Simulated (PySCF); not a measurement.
I3Sb (SMILES [I][Sb]([I])[I]), singlet, at a GFN2-xTB geometry (core potentials on I, Sb); PySCF with DF-M062X/def2-SV(P).

Here is a job for PySCF.
```python
from pyscf import gto, scf, dft

mol = gto.M(
    atom='''
Sb    0.01294198    0.00090519    1.01247550
I    -1.86865509   -1.50372426   -0.29957913
I    -0.37382384    2.36628049   -0.32214675
I     2.23002532   -0.86342726   -0.35254300
''',
    basis='def2-sv(p)',
    ecp={'I': 'def2-sv(p)', 'Sb': 'def2-sv(p)'},
    verbose=4,
)

mf = dft.RKS(mol)
mf.xc = 'm062x'
mf.DIIS = scf.EDIIS
mf = mf.density_fit(auxbasis='def2-universal-jkfit')
mf.kernel()
mf.analyze()
```

Problem. What does PySCF print? Leave out banner, timings and long lists.

Solution. 
```
PySCF version 2.14.0

[INPUT] verbose = 4
[INPUT] num. atoms = 4
[INPUT] num. electrons = 98
[INPUT] charge = 0
[INPUT] spin (= nelec alpha-beta = 2S) = 0
[INPUT] symmetry False subgroup None
[INPUT] Mole.unit = angstrom
[INPUT] Symbol           X                Y                Z      unit          X                Y                Z       unit  Magmom
[...]
nuclear repulsion = 571.905940347121
number of shells = 40
number of NR pGTOs = 244
number of NR cGTOs = 104
basis = def2-sv(p)
ecp = {'I': 'def2-sv(p)', 'Sb': 'def2-sv(p)'}

******** <class 'pyscf.df.df_jk.DFRKS'> ********
method = DFRKS
initial guess = minao
damping factor = 0
level_shift factor = 0
DIIS = <class 'pyscf.scf.diis.EDIIS'>
diis_start_cycle = 1
diis_space = 8
diis_damp = 0
SCF conv_tol = 1e-09
SCF conv_tol_grad = None
SCF max_cycles = 50
direct_scf = False
XC library pyscf.dft.libxc version 7.1.2
    S. Lehtola, C. Steigemann, M. J. T. Oliveira, and M. A. L. Marques,  SoftwareX 7, 1–5 (2018)
XC functionals = m062x
    Y. Zhao and D. G. Truhlar,  Theor. Chem. Acc. 120, 215 (2008)
    Y. Zhao and D. G. Truhlar,  Theor. Chem. Acc. 120, 215 (2008)
radial grids:
    Treutler-Ahlrichs [JCP 102, 346 (1995); DOI:10.1063/1.469408] (M4) radial grids

becke partition: Becke, JCP 88, 2547 (1988); DOI:10.1063/1.454033
pruning grids: <function nwchem_prune>
grids dens level: 3
symmetrized grids: False
atomic radii adjust function: <function treutler_atomic_radii_adjust>
small_rho_cutoff = 0
Set gradient conv threshold to 3.16228e-05
Initial guess from minao.
tot grids = 87832
******** <class 'pyscf.df.df.DF'> ********
auxbasis = def2-universal-jkfit
init E= -1011.63942864535
[...]
cycle= 1 E= -1129.58954083838  delta_E= -118  |g|= 4.51  |ddm|= 17.2
[...]
cycle= 2 E= -1131.90600381885  delta_E= -2.32  |g|= 2.56  |ddm|= 11.9
[...]
cycle= 3 E= -1133.147952558  delta_E= -1.24  |g|= 0.185  |ddm|= 3.41
[...]
cycle= 4 E= -1133.14795255234  delta_E= 5.66e-09  |g|= 0.185  |ddm|= 1.89e-07
[...]
cycle= 5 E= -1133.14795255782  delta_E= -5.48e-09  |g|= 0.185  |ddm|= 1.83e-07
[...]
cycle= 6 E= -1133.14795255684  delta_E= 9.86e-10  |g|= 0.185  |ddm|= 3.28e-08
[...]
cycle= 7 E= -1133.14795255802  delta_E= -1.18e-09  |g|= 0.185  |ddm|= 3.95e-08
[...]
cycle= 8 E= -1133.14795255647  delta_E= 1.55e-09  |g|= 0.185  |ddm|= 5.19e-08
[...]
cycle= 9 E= -1133.14795255893  delta_E= -2.46e-09  |g|= 0.185  |ddm|= 8.25e-08
[...]
cycle= 10 E= -1133.14412991581  delta_E= 0.00382  |g|= 0.278  |ddm|= 0.468
[...]
cycle= 11 E= -1133.15585706604  delta_E= -0.0117  |g|= 0.113  |ddm|= 0.567
[...]
cycle= 12 E= -1133.15973151883  delta_E= -0.00387  |g|= 0.0209  |ddm|= 0.154
[...]
cycle= 13 E= -1133.15973152078  delta_E= -1.95e-09  |g|= 0.0209  |ddm|= 4.62e-07
[...]
cycle= 14 E= -1133.15973152084  delta_E= -5.05e-11  |g|= 0.0209  |ddm|= 1.28e-08
[...]
cycle= 15 E= -1133.15973151954  delta_E= 1.3e-09  |g|= 0.0209  |ddm|= 2.51e-07
[...]
cycle= 16 E= -1133.15973152049  delta_E= -9.5e-10  |g|= 0.0209  |ddm|= 1.6e-07
[...]
cycle= 17 E= -1133.15973152085  delta_E= -3.56e-10  |g|= 0.0209  |ddm|= 1.11e-07
[...]
cycle= 18 E= -1133.1594148721  delta_E= 0.000317  |g|= 0.0399  |ddm|= 0.0312
[...]
cycle= 19 E= -1133.15963785181  delta_E= -0.000223  |g|= 0.0287  |ddm|= 0.0925
[...]
cycle= 20 E= -1133.15984511137  delta_E= -0.000207  |g|= 0.0109  |ddm|= 0.0504
[...]
cycle= 21 E= -1133.15987620145  delta_E= -3.11e-05  |g|= 0.00562  |ddm|= 0.00757
[...]
cycle= 22 E= -1133.15987620172  delta_E= -2.69e-10  |g|= 0.00562  |ddm|= 4.28e-07
[...]
cycle= 23 E= -1133.15987620185  delta_E= -1.28e-10  |g|= 0.00562  |ddm|= 8.53e-08
[...]
cycle= 24 E= -1133.1598762018  delta_E= 4.75e-11  |g|= 0.00562  |ddm|= 7.56e-08
[...]
cycle= 25 E= -1133.15987620163  delta_E= 1.67e-10  |g|= 0.00562  |ddm|= 1.05e-07
[...]
cycle= 26 E= -1133.1598762018  delta_E= -1.64e-10  |g|= 0.00562  |ddm|= 7.17e-08
[...]
cycle= 27 E= -1133.15986051094  delta_E= 1.57e-05  |g|= 0.00874  |ddm|= 0.0175
[...]
cycle= 28 E= -1133.15988032508  delta_E= -1.98e-05  |g|= 0.0048  |ddm|= 0.0189
[...]
cycle= 29 E= -1133.15988769357  delta_E= -7.37e-06  |g|= 0.0015  |ddm|= 0.00595
[...]
cycle= 30 E= -1133.15988769348  delta_E= 9.07e-11  |g|= 0.0015  |ddm|= 1.86e-07
[...]
cycle= 31 E= -1133.1598876939  delta_E= -4.15e-10  |g|= 0.0015  |ddm|= 6.26e-07
[...]
cycle= 32 E= -1133.15988739711  delta_E= 2.97e-07  |g|= 0.00175  |ddm|= 0.000598
[...]
cycle= 33 E= -1133.15988769308  delta_E= -2.96e-07  |g|= 0.0015  |ddm|= 0.000596
[...]
cycle= 34 E= -1133.15988769398  delta_E= -9.04e-10  |g|= 0.0015  |ddm|= 1.81e-06
[...]
cycle= 35 E= -1133.15988705053  delta_E= 6.43e-07  |g|= 0.002  |ddm|= 0.00119
[...]
cycle= 36 E= -1133.15988647974  delta_E= 5.71e-07  |g|= 0.00239  |ddm|= 0.00602
[...]
cycle= 37 E= -1133.15988847333  delta_E= -1.99e-06  |g|= 0.000559  |ddm|= 0.00423
[...]
cycle= 38 E= -1133.15988849091  delta_E= -1.76e-08  |g|= 0.00051  |ddm|= 0.000105
[...]
cycle= 39 E= -1133.15988849721  delta_E= -6.3e-09  |g|= 0.000491  |ddm|= 8.12e-05
[...]
cycle= 40 E= -1133.15988844213  delta_E= 5.51e-08  |g|= 0.000635  |ddm|= 0.000305
[...]
cycle= 41 E= -1133.15988843469  delta_E= 7.44e-09  |g|= 0.000652  |ddm|= 2.59e-05
[...]
cycle= 42 E= -1133.15988845901  delta_E= -2.43e-08  |g|= 0.000585  |ddm|= 0.00056
[...]
cycle= 43 E= -1133.15988836401  delta_E= 9.5e-08  |g|= 0.000794  |ddm|= 0.000721
[...]
cycle= 44 E= -1133.15988841158  delta_E= -4.76e-08  |g|= 0.000681  |ddm|= 0.00106
[...]
cycle= 45 E= -1133.15988841891  delta_E= -7.33e-09  |g|= 0.000681  |ddm|= 0.00196
[...]
cycle= 46 E= -1133.15988849466  delta_E= -7.57e-08  |g|= 0.0005  |ddm|= 0.00027
[...]
cycle= 47 E= -1133.15988853969  delta_E= -4.5e-08  |g|= 0.00035  |ddm|= 0.000223
[...]
cycle= 48 E= -1133.1598885828  delta_E= -4.31e-08  |g|= 2.33e-05  |ddm|= 0.000524
[...]
cycle= 49 E= -1133.15988857604  delta_E= 6.76e-09  |g|= 0.00014  |ddm|= 0.000216
[...]
cycle= 50 E= -1133.15988858254  delta_E= -6.5e-09  |g|= 3.66e-05  |ddm|= 0.00016
SCF not converged.
SCF energy = -1133.15988858254
**** SCF Summaries ****
Total Energy =                       -1133.159888582540589
Nuclear Repulsion Energy =             571.905940347121032
One-electron Energy =                -3114.878498752034830
Two-electron Energy =                 1409.812669822373209
Two-electron Coulomb Energy =         1495.653304832517279
DFT Exchange-Correlation Energy =      -85.840635010143970
HOMO-LUMO gap [eV] =                     6.497250905087541
**** MO energy ****
[...]
Dipole moment(X, Y, Z, Debye):  0.02751,  0.00176,  2.07696
```

The run did not converge; its last values are not results.
